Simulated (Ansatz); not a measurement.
One change: `[SH][GeH3]` becomes `[SiH3]S`.

Ansatz, PBE0-D4/def2-TZVP geometries, multiplicity 1. 

Scalar relativity is left out up to krypton.

| property | `[SH][GeH3]` |
| --- | --- |
| size of the dipole moment (B3LYP/def2-TZVPP) / D | 1.24 |
| HOMO–LUMO gap (PBE0/def2-TZVPP) / eV | 7.33 |
| HOMO energy (PBE0/def2-TZVPP) / eV | -7.32 |
| HOMO energy (ωB97M-V/def2-TZVPP) / eV | -9.51 |
| size of the dipole moment (ωB97M-V/def2-TZVPP) / D | 1.27 |
| HOMO–LUMO gap (ωB97M-V/def2-TZVPP) / eV | 11.37 |

(1) What does the change do to each property? (Best estimate.)

Answers

(1) Computed: 
```
                                          property  `[SiH3]S`  shift
  size of the dipole moment (B3LYP/def2-TZVPP) / D       0.99  -0.25
              HOMO–LUMO gap (PBE0/def2-TZVPP) / eV       7.60   0.27
                HOMO energy (PBE0/def2-TZVPP) / eV      -7.52  -0.20
             HOMO energy (ωB97M-V/def2-TZVPP) / eV      -9.71  -0.20
size of the dipole moment (ωB97M-V/def2-TZVPP) / D       0.99  -0.28
           HOMO–LUMO gap (ωB97M-V/def2-TZVPP) / eV      11.47   0.10
```

With PBE0 the HOMO falls by 0.20 eV and the LUMO rises by 0.08 eV, so the gap widens by about 0.28 eV. PBE moves the HOMO by -0.21 eV and ωB97M-V by -0.20 eV. Dipoles are sizes alone; their direction can turn.

B3LYP here is the variant with VWN-RPA as its local correlation; programs differ in this.
